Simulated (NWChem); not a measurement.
System: AlSiH5SO2; SMILES [OH][Al]([OH])[S][SiH3]

```xyz
10

Si    -0.2815    -2.1424    -0.0011
S      1.1922    -0.5639    -0.0017
Al    -0.1488     1.1466    -0.0009
O     -1.7987     0.7666    -0.0004
O      0.3828     2.7543    -0.0007
H     -1.1371    -2.1013    -1.2207
H      0.5099    -3.4072    -0.0016
H     -1.1360    -2.1015     1.2192
H     -2.5365     1.3775     0.0004
H      1.2895     3.0625    -0.0005
```
Atoms are numbered in this order, from 1.

All runs: NWChem. Pople sets run with spherical d functions. All runs use the structure optimised with PBE0/def2-SVP. Atomic charges in e: unrestrained fits to the electrostatic potential beside Mulliken populations; buried atoms are poorly determined by the fit.

For level Hartree-Fock/6-31G*:

```yaml
ESP Si1: 0.71
Mulliken Si1: 0.68
ESP S2: -0.61
Mulliken S2: -0.58
ESP Al3: 1.27
Mulliken Al3: 1.24
ESP O4: -0.90
Mulliken O4: -0.95
ESP O5: -0.91
Mulliken O5: -0.95
```

Question: What are these values for level B3LYP/def2-SVP?

Answer: 
- ESP Si1 = 0.52
- Mulliken Si1 = 0.44
- ESP S2 = -0.48
- Mulliken S2 = -0.46
- ESP Al3 = 1.02
- Mulliken Al3 = 0.80
- ESP O4 = -0.76
- Mulliken O4 = -0.46
- ESP O5 = -0.77
- Mulliken O5 = -0.45
